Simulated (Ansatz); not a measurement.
Coupled-cluster diagnostics for Ga(OH)3 (GaO₃H₃), Ansatz.

Geometry of the singlet (PBE-D4/def2-SVP):

```xyz
7

Ga    0.000    0.000    0.000
O    -0.773    1.011   -1.267
H    -0.180    1.740   -1.529
O    -0.871   -1.420    0.671
H    -1.746   -1.512    0.250
O     1.644    0.409    0.596
H     1.926   -0.228    1.279
```

Correlated methods freeze 12 core orbitals; core or outer-core shells of Ga are correlated, in sets that lack core-valence functions.

Q: Estimate the CCSD(T) correlation energy, the shares of MP2 and (T), T1 and the reference's ⟨S²⟩ for: charge 0, singlet, own geometry in def2-TZVPP; and the rough time on 4 threads of Arm Neoverse V1 on a shared host.

A: 
| state | basis | correlation (eV) | MP2 share (%) | (T) share (%) | T1 | ⟨S²⟩ (pure) | wall time |
| --- | --- | --- | --- | --- | --- | --- | --- |
| charge 0, singlet, own geometry | def2-TZVPP | -26.922 | 96.9 | 3.7 | 0.015 | 0.00 (0.00) | 59 s |
Customary marks for T1 are 0.02 (closed shells), 0.045 (open shells) and about 0.05 (3d metals). T1 stays under 0.02 throughout.
